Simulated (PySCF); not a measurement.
Si(H)(F)(vinyl)(OH) (C2H5FOSi), SMILES C=C[SiH](O)F.

Geometry: PBE-D3(BJ)/def2-SVP. The structure was generated by enumeration, and PubChem lists no compound with its InChIKey, so it may never have been made. The values are those of a single conformer.

The numbers are results of PySCF with PBE-D3(BJ)/def2-SVP, not measurements.

Frequencies are harmonic and unscaled.

| mode | ν (cm⁻¹) | IR (km/mol) | moving atoms (share of kinetic energy) |
|---|---|---|---|
| 1 | 90 | 0.7 | C 43 %, H 31 %, O 19 % |
| 2 | 164 | 1.6 | F 37 %, C 30 %, H 19 % |
| 3 | 213 | 11.1 | H 48 %, C 19 %, O 16 %, F 11 % |
| 4 | 299 | 28.5 | H 47 %, F 19 %, Si 18 %, O 14 % |
| 5 | 329 | 101.9 | H 41 %, O 32 %, F 15 % |
| 6 | 401 | 13.2 | C 35 %, Si 25 %, H 22 %, F 12 % |
| 7 | 520 | 52.7 | H 57 %, C 32 % |
| 8 | 649 | 22.1 | C 45 %, H 27 %, Si 18 % |
| 9 | 758 | 24.6 | H 66 %, O 20 %, F 9 % |
| 10 | 804 | 24.3 | H 72 %, F 19 % |
| 11 | 850 | 275.2 | H 36 %, Si 35 %, F 13 %, O 11 % |
| 12 | 876 | 149.3 | H 80 %, O 9 % |
| 13 | 921 | 125.2 | Si 43 %, O 26 %, H 18 %, F 12 % |
| 14 | 963 | 23.5 | H 72 %, C 28 % |
| 15 | 976 | 35.7 | H 76 %, C 15 % |
| 16 | 1009 | 14.5 | H 94 % |
| 17 | 1231 | 2.8 | H 71 %, C 28 % |
| 18 | 1368 | 16.9 | H 85 %, C 15 % |
| 19 | 1618 | 12.8 | C 87 %, H 13 % |
| 20 | 2233 | 126.5 | H 97 % |
| 21 | 3052 | 11.9 | H 95 % |
| 22 | 3069 | 3.5 | H 92 %, C 8 % |
| 23 | 3149 | 4.4 | H 89 %, C 11 % |
| 24 | 3759 | 70.7 | H 94 % |
